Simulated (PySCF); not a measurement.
## Frontier levels across methods

Compound: C₃H₆OSSi.
Geometry (PBE0-D3(BJ)/def2-SVP, Å), atoms numbered from 1 in this order:
```
atom  x, y, z in Å
C1    -1.9144   -1.3307   -0.3127
C2    -0.8212   -0.5656   -0.1334
C3    -1.0064    0.7763    0.4477
O4    -0.1039    1.5501    0.6613
S5     0.7970   -1.0971   -0.5622
Si6    2.1617    0.5225   -0.0518
H7    -1.8623   -2.3358   -0.7365
H8    -2.8978   -0.9458   -0.0279
H9    -2.0619    1.0432    0.6901
H10    2.3159    0.7935    1.4025
H11    2.0312    1.7503   -0.8811
H12    3.4017   -0.1893   -0.5048
```

Basis pcSseg-1 throughout (PySCF), one geometry. One conformer (not necessarily the lowest) at the PBE0-D3(BJ)/def2-SVP geometry, without solvent, vibrations or thermal averaging.

How do the orbital energies, the gap and the dipole change with the method?

| method | kind | HOMO (eV) | LUMO (eV) | gap (eV) | μ (D) | SCF cycles |
| --- | --- | --- | --- | --- | --- | --- |
| BLYP | GGA | -5.74 | -3.12 | 2.63 | 2.60 | 17 |
| B97-D | GGA | -5.88 | -3.20 | 2.68 | 2.66 | 17 |
| OPBE | GGA | -5.92 | -3.22 | 2.71 | 2.64 | 18 |
| PBE | GGA | -5.93 | -3.29 | 2.63 | 2.62 | 17 |
| KT3 | GGA | -5.96 | -3.20 | 2.76 | 2.59 | 17 |
| KT2 | GGA | -5.96 | -3.23 | 2.74 | 2.61 | 17 |
| BP86 | GGA | -6.03 | -3.39 | 2.64 | 2.65 | 17 |
| LDA | LDA | -6.06 | -3.54 | 2.52 | 2.60 | 17 |
| B3LYP | global hybrid | -6.74 | -2.52 | 4.22 | 2.78 | 15 |
| B97-2 | global hybrid | -6.74 | -2.39 | 4.36 | 2.83 | 14 |
| PBE0 | global hybrid | -6.97 | -2.33 | 4.64 | 2.84 | 15 |
| mPW1PW91 | global hybrid | -7.00 | -2.35 | 4.65 | 2.84 | 14 |
| BHandHLYP | global hybrid | -7.86 | -1.18 | 6.68 | 3.02 | 13 |
| CAM-B3LYP | range-separated hybrid | -8.15 | -1.15 | 7.00 | 2.88 | 14 |
| wB97X-D | range-separated hybrid | -8.74 | -0.55 | 8.18 | 2.91 | 14 |
| HF | Hartree–Fock | -9.25 | 1.62 | 10.88 | 3.45 | 12 |
| LC-wPBE | range-separated hybrid | -9.47 | -0.07 | 9.40 | 2.99 | 14 |

The HOMO spans 3.73 eV, from BLYP down to LC-wPBE, and the gap runs from 2.52 eV (LDA) to 10.88 eV (HF). Over the methods BLYP (0 %), B97-D (0 %), OPBE (0 %), PBE (0 %), KT3 (0 %), KT2 (0 %), BP86 (0 %), LDA (0 %), B3LYP (20 %), B97-2 (21 %), PBE0 (25 %), mPW1PW91 (25 %), BHandHLYP (50 %), HF (100 %), a straight line through the gap against the share of exact exchange rises by 0.82 eV for each 10 % (correlation coefficient 1.000). The dipole ranges from 2.59 D (KT3) to 3.45 D (HF). This basis has no diffuse functions.
